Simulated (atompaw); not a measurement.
**Scattering properties, PAW (atompaw) potential for beryllium**

```json
{"Element": "Be (Z = 4)", "Generator": "atompaw 4.2.0.5", "Type": "PAW", "Functional": "PBE", "Relativity": "scalar-relativistic", "Frozen core": "[He]", "Valence charge": "2", "Reference configuration": "2s1 2p1", "Partial waves": "2s (bound): rc 3.00 bohr; 2s channel at 0.05 Ry: rc 2.10 bohr; 2p (bound): rc 3.00 bohr; 2p channel at 0.55 Ry: rc 3.00 bohr; 3d channel at 0.25 Ry: rc 3.00 bohr", "Local potential": "troulliermartins scheme with l = 3 at 0 Ry, radius 2.45 bohr", "Core correction": "smooth core density matched at 2.15 bohr", "Augmentation charge": "besselshape compensation charge, radius 2.65 bohr; PAW radius 3.00 bohr; waves and projectors: custom polynom2 7 10 vanderbiltortho"}
```

The phase is arctan(r·u′/u) with u = r·R(r), unwrapped; energies in Ry, scanned from -2 to 5 Ry. A pole is an energy at which the radial function vanishes at the test radius. The pseudo phase is shifted by a multiple of π to meet the all-electron one at the reference energy, and phase errors are pseudo minus all-electron; the curves can meet again beyond the range given. Levels narrower than the energy grid can be missing from the lists of poles.

**Question.** For each channel, where are the poles, and over which energies does the pseudopotential scatter like the atom?

**Answer.**

| channel | radius (bohr) | reference energy (Ry) | poles, all-electron | poles, pseudo | unbroken range about the reference energy with phases within 0.05 rad | phase error 1 Ry above the reference energy (rad) |
| --- | --- | --- | --- | --- | --- | --- |
| s | 3.01 | -0.45 | 0.16, 4.54 | 0.16, 3.80 | below 1.9 | +0.000 |
| p | 3.01 | -0.19 | 0.42, 3.96 | 0.42, 4.82 | below 1.6 | +0.000 |
| d | 3.01 | 0.25 | 2.37 | 4.09 | below 0.6 | +0.187 |

Phases in the s channel:

```csv
E (Ry),all-electron,pseudo
-2.00,1.284,1.285
-1.52,1.207,1.208
-1.04,1.002,1.002
-0.56,-0.324,-0.324
-0.08,-1.444,-1.444
0.40,-1.652,-1.652
0.88,-1.783,-1.782
1.36,-1.968,-1.962
1.84,-2.514,-2.475
2.32,-3.920,-3.881
2.80,-4.404,-4.410
3.28,-4.558,-4.585
3.76,-4.636,-4.702
4.24,-4.687,-4.908
4.72,-4.727,-7.249
```
